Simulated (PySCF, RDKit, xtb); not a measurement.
Internal rotation in C7H8OS, SMILES C=Cc1ccc(OC)s1. Scanned: dihedral S9–C6–O7–C8; all other coordinates were relaxed at GFN2-xTB. Points at φ and −φ are mirror images. Heavy atoms are numbered in the order of the SMILES C=Cc1ccc(OC)s1, hydrogens after them in the order of the atoms that carry them; the mirror image has the same energies with the sign of each dihedral reversed.

- UFF // GFN2-xTB (RDKit)
- GFN1-xTB // GFN2-xTB (xtb)
- RHF/3-21G = restricted Hartree-Fock/3-21G, density fitting // GFN2-xTB (PySCF)

Energies in kJ/mol, each method relative to its own lowest point.

```json
[
 {"φ / °": "-160", "UFF": "10.9", "GFN1-xTB": "8.3", "RHF/3-21G": "2.2"},
 {"φ / °": "-140", "UFF": "16.6", "GFN1-xTB": "11.3", "RHF/3-21G": "7.0"},
 {"φ / °": "-120", "UFF": "23.0", "GFN1-xTB": "13.8", "RHF/3-21G": "9.9"},
 {"φ / °": "-100", "UFF": "28.5", "GFN1-xTB": "14.2", "RHF/3-21G": "9.7"},
 {"φ / °": "-80", "UFF": "27.6", "GFN1-xTB": "12.4", "RHF/3-21G": "9.5"},
 {"φ / °": "-60", "UFF": "19.1", "GFN1-xTB": "9.1", "RHF/3-21G": "10.8"},
 {"φ / °": "-40", "UFF": "8.9", "GFN1-xTB": "5.2", "RHF/3-21G": "11.8"},
 {"φ / °": "-20", "UFF": "2.1", "GFN1-xTB": "1.5", "RHF/3-21G": "12.5"},
 {"φ / °": "0", "UFF": "0.0", "GFN1-xTB": "0.0", "RHF/3-21G": "12.8"},
 {"φ / °": "20", "UFF": "2.1", "GFN1-xTB": "1.5", "RHF/3-21G": "12.5"},
 {"φ / °": "40", "UFF": "8.9", "GFN1-xTB": "5.2", "RHF/3-21G": "11.8"},
 {"φ / °": "60", "UFF": "19.1", "GFN1-xTB": "9.1", "RHF/3-21G": "10.8"},
 {"φ / °": "80", "UFF": "27.6", "GFN1-xTB": "12.4", "RHF/3-21G": "9.5"},
 {"φ / °": "100", "UFF": "28.5", "GFN1-xTB": "14.2", "RHF/3-21G": "9.7"},
 {"φ / °": "120", "UFF": "23.0", "GFN1-xTB": "13.8", "RHF/3-21G": "9.9"},
 {"φ / °": "140", "UFF": "16.6", "GFN1-xTB": "11.3", "RHF/3-21G": "7.0"},
 {"φ / °": "160", "UFF": "10.9", "GFN1-xTB": "8.3", "RHF/3-21G": "2.2"},
 {"φ / °": "180", "UFF": "8.6", "GFN1-xTB": "7.2", "RHF/3-21G": "0.0"}
]
```
